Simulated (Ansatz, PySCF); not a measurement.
Gas-phase reaction in SMILES: [CH2]B(C)F -> [CH2-]B(C)F (an electron is taken up)
Structures are relaxed separately at B3LYP-D3(BJ)/def2-TZVP in Ansatz (a quantum-chemistry and plane-wave program), one conformer each, not searched for the lowest. Frequencies are from Ansatz or PySCF.
Geometry of the first species:
```
B
F 1 1.3476
C 1 1.5345 2 116.79
H 3 1.0840 1 122.73 2 180.00
H 3 1.0851 4 114.97 1 -180.00
C 1 1.5651 2 117.42 3 180.00
H 6 1.0900 1 113.85 2 -180.00
H 6 1.0952 7 108.28 1 122.90
H 6 1.0952 7 108.28 8 114.20
```
Charge 0, spin multiplicity 2.

Property: adiabatic electron affinity (0 K, with B3LYP-D3(BJ) harmonic zero-point energies), positive where the reaction releases energy, in eV. Correlated levels leave the core frozen unless marked. UHF or UKS for open shells. Spin-orbit coupling is left out. No relativistic terms. Anions need diffuse functions: aug- sets have them; def2-D sets add few; the other sets have none. Basis-set limits of correlation are two-point, X^-3; Hartree-Fock from the larger set. The bracket is a focal-point correction in the basis named.

```csv
level,program,adiabatic electron affinity (eV)
HF/STO-3G,Ansatz,-4.17
PBE-D3(BJ)/def2-TZVPD,Ansatz + dftd3,1.62
revPBE-D4/def2-TZVPD,Ansatz + dftd4,1.63
r2SCAN-D4/def2-TZVPD,Ansatz + dftd4,1.41
B97M-V/def2-TZVPD,Ansatz,1.50
B3LYP-D3(BJ)/def2-TZVPD,Ansatz + dftd3,1.59
BHLYP-D4/def2-TZVPD,Ansatz + dftd4,1.28
r2SCAN0-D4/def2-TZVPD,Ansatz + dftd4,1.33
LC-wPBE-D4/def2-TZVPD,Ansatz + dftd4,1.47
LC-wPBE/def2-TZVPD,Ansatz,1.44
wB97X-V/def2-TZVPD,Ansatz,1.50
B2GP-PLYP/def2-TZVPD,Ansatz,1.50
RPA@PBE/cc-pVQZ,Ansatz,1.81
MP2/STO-3G,Ansatz,-3.66
MP2/cc-pVDZ,Ansatz,0.96
SCS-MP2/aug-cc-pVDZ,Ansatz,1.55
CCSD/cc-pVDZ,Ansatz,0.85
CCSD/aug-cc-pVTZ,Ansatz,1.45
CCSD(T)/6-31G,Ansatz,0.63
CCSD(T)/cc-pVDZ,Ansatz,0.93
"RI-MP2/CBS(aug-cc-pVTZ,aug-cc-pVQZ)+[CCSD(T)-MP2]/aug-cc-pVTZ",Ansatz,1.67
```
